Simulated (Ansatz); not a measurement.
Species: C₆H₁₁S (charge 0, doublet). It need not be the lowest isomer of its formula. SMILES: SC1[CH]CCCC1
Geometry from a B3LYP-D3(BJ)/def2-TZVP (Ansatz, a program for electronic structure) optimisation:
```
C
H 1 1.0895
C 1 1.4663 2 110.33
H 3 1.0826 1 118.08 2 -30.96
C 3 1.4904 4 118.61 1 167.01
H 5 1.0983 3 108.86 4 59.54
H 5 1.0991 6 104.77 3 118.34
C 5 1.5334 6 109.35 7 118.43
H 8 1.0914 5 109.97 6 -39.86
H 8 1.0946 9 106.48 5 119.42
C 8 1.5264 9 111.15 10 118.80
H 11 1.0919 8 111.03 9 -50.04
H 11 1.0947 12 106.70 8 -118.38
C 11 1.5328 12 109.33 13 -119.02
H 14 1.0897 11 109.44 12 -42.51
H 14 1.0921 15 106.41 11 -118.49
S 1 1.9090 2 99.22 3 -114.11
H 17 1.3426 1 95.94 2 175.51
```
Charge 0, spin multiplicity 2.

Quantity: atomisation energy (electronic, to ground-state atoms), in kcal/mol. Correlated levels leave the core frozen unless marked. Open shells are spin-unrestricted. No spin-orbit coupling. Non-relativistic. The coupled-cluster limit lacks core correlation, which all-electron functionals hold. Basis-set limits of correlation are two-point, X^-3; Hartree-Fock from the larger set. [CCSD(T)-MP2]/basis is that difference in the basis named.

```
level                                                                 program  atomisation energy (kcal/mol)
-------------------------------------------------------------  --------------  -----------------------------
PBE0/6-31G*                                                            Ansatz                         1728.9
PBE0-D3(BJ)/def2-TZVPD                                         Ansatz + dftd3                         1735.5
PBE0/def2-TZVPD                                                        Ansatz                         1725.2
r2SCAN0-D4/def2-TZVPD                                          Ansatz + dftd4                         1706.9
HSE06/def2-TZVPD                                                       Ansatz                         1726.9
PBE-QIDH/def2-TZVPD                                                    Ansatz                         1712.0
RI-MP2/CBS(cc-pV(T+d)Z,cc-pV(Q+d)Z)                                    Ansatz                         1733.5
SCS-MP2/STO-3G                                                         Ansatz                         1770.7
CCSD(T)/6-31G*                                                         Ansatz                         1569.9
RI-MP2/CBS(cc-pV(T+d)Z,cc-pV(Q+d)Z)+[CCSD(T)-MP2]/cc-pV(T+d)Z          Ansatz                         1712.5
```
